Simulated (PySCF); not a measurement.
B2H7NO2.
Atom-mapped SMILES: `[NH3+:1][BH2-:2][B:3]([OH:4])[OH:5]` (hydrogens: H6, H7, H8 on N1; H9, H10 on B2; H11 on O4; H12 on O5)

A GFN2-xTB structure was refined with PBE0-D3(BJ)/def2-SVP geometry optimisation, gas phase (PySCF 2.14.0). Its GFN2-xTB values:

```
coordinate  GFN2-xTB
     N1–B2   1.658 Å
     N1–H6   1.014 Å
     B2–B3   1.697 Å
     B2–H9   1.198 Å
     B3–O4   1.383 Å
     B3–O5   1.380 Å
    O4–H11   0.959 Å
  N1–B2–B3    104.4°
  B2–B3–O4    118.2°
  B2–B3–O5    128.9°
  O4–B3–O5    113.0°
```

Q: How do these coordinates change at the PBE0-D3(BJ)/def2-SVP level?

A: 
```json
{"coordinate": "B2–H9", "PBE0-D3(BJ)/def2-SVP (Å or °)": "1.230", "change": "+0.032"}
{"coordinate": "N1–B2", "PBE0-D3(BJ)/def2-SVP (Å or °)": "1.632", "change": "-0.026"}
{"coordinate": "B2–B3", "PBE0-D3(BJ)/def2-SVP (Å or °)": "1.709", "change": "+0.012"}
{"coordinate": "N1–H6", "PBE0-D3(BJ)/def2-SVP (Å or °)": "1.024", "change": "+0.010"}
{"coordinate": "B3–O5", "PBE0-D3(BJ)/def2-SVP (Å or °)": "1.372", "change": "-0.008"}
{"coordinate": "O4–H11", "PBE0-D3(BJ)/def2-SVP (Å or °)": "0.966", "change": "+0.007"}
{"coordinate": "B3–O4", "PBE0-D3(BJ)/def2-SVP (Å or °)": "1.385", "change": "+0.002"}
{"coordinate": "O4–B3–O5", "PBE0-D3(BJ)/def2-SVP (Å or °)": "114.7", "change": "+1.7"}
{"coordinate": "B2–B3–O4", "PBE0-D3(BJ)/def2-SVP (Å or °)": "116.7", "change": "-1.5"}
{"coordinate": "N1–B2–B3", "PBE0-D3(BJ)/def2-SVP (Å or °)": "103.9", "change": "-0.5"}
{"coordinate": "B2–B3–O5", "PBE0-D3(BJ)/def2-SVP (Å or °)": "128.6", "change": "-0.3"}
```

The energy falls by 1.3 kcal/mol over 7 energy and gradient evaluations, the largest force component goes from 0.0130 to 3.5e-04 Eh/bohr, and the atoms move by 0.034 Å rms after alignment. Among the bonds, B2–H9 and B2–H10 change most and about equally (+0.032 Å). Bonds longer at the end by more than 0.005 Å: 8 of 11; shorter: 2. Rotational constants go from 8756, 3165, 2403 to 8672, 3208, 2424 MHz.

The run used 105 basis functions and 47 SCF cycles in all. Hardware: an Arm Neoverse V2 with one thread, shared host. Cost: 22 s.

Whether it is a minimum is left open (no frequencies). One conformer, not necessarily the lowest.

The values belong to the conformer `[NH3+:1][BH2-:2][B:3]([OH:4])[OH:5]`: N1–B2–B3–O4 -9°, H–O4–B3–B2 -178°, H–O5–B3–B2 -2°.
